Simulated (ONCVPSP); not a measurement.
**Pseudopotential generation for carbon (C): ONCV, LDA (Perdew-Wang 92), scalar-relativistic.**

carbon, optimised norm-conserving Vanderbilt (ONCV), made with ONCVPSP 4.0.1 (LDA (Perdew-Wang 92), scalar-relativistic). Core [He], reference 2s1.5 2p2.5. Waves: 2s: rc 1.25 bohr, ncon 4, nbas 8, qcut 5.2 1/bohr, 2 projectors, debl 0.5 Ha; 2p: rc 2.65 bohr, ncon 4, nbas 8, qcut 4.1 1/bohr, 2 projectors, debl 2.4 Ha. Local part: polynomial inside 0.80 bohr (lpopt 5, dvloc0 2 Ha). Core correction: polynomial model core, fcfact 0.65.

In the s channel the program set the typed energies aside and used -0.510, 0.250 Ha.

All-electron outer shells of the reference configuration (LDA (PZ), scalar-relativistic, ld1.x):

```json
{"shell": "1s", "level (eV)": "-271.24", "outermost node (bohr)": "–", "outermost maximum (bohr)": "0.18"}
{"shell": "2s", "level (eV)": "-13.87", "outermost node (bohr)": "0.38", "outermost maximum (bohr)": "1.22"}
{"shell": "2p", "level (eV)": "-5.63", "outermost node (bohr)": "–", "outermost maximum (bohr)": "1.19"}
```

What the tests gave:

```json
{"Cutoffs needed": "23 Ha and 99 Ha (the cutoffs (Ha) at which the residual kinetic energy of the hardest occupied pseudo-wave falls to 1 and 0.1 mHa per electron)", "Ghost test": "no bound ghost flagged; no localised positive-energy state flagged", "Largest excitation error": "+1426 meV (all-electron minus pseudo) for 2s2 2p0, out of 4 test configurations", "rms error of d²Exc/dni dnj": "1.99 mHa without and 0.61 mHa with the model core"}
```

Generation and tests took about 2.2 s on one core of a shared server CPU.
